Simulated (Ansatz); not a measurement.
Consider the substitution at a C–Ge bond: `F[CH2][GeH3]` + `OC(F)[SiH3]` → `FCOC(F)[SiH3]` + GeH₄.

Gas-phase electronic energies from Ansatz, PBE0-D4/def2-TZVP geometries. CBS: MP2 limit from def2 TZ/QZ plus the TZ coupled-cluster correction, frozen cores. For Ge outer-core shells are correlated without core-valence functions, which leaves a few kJ/mol of doubt a bond. Scalar relativity is left out up to krypton. Each species was taken in one conformer, which may not be the lowest.

```tsv
species	CCSD/CBS(def2) energy (Eh)
`F[CH2][GeH3]`	-2216.91177
`OC(F)[SiH3]`	-505.05297
`FCOC(F)[SiH3]`	-643.47520
GeH₄	-2078.48639
```

Task: Work out ΔE.

Result: ΔE = (-643.47520) + (-2078.48639) − (-2216.91177) − (-505.05297) = 0.00315 Eh = +0.09 eV. CCSD(T)/CBS gives +0.08 eV.

Largest T1 diagnostic among the species: 0.012.

In def2-TZVPP, CCSD(T) changes the Hartree–Fock value by +0.10 eV (the triples alone add −0.01 eV) and MP2 by +0.14 eV.
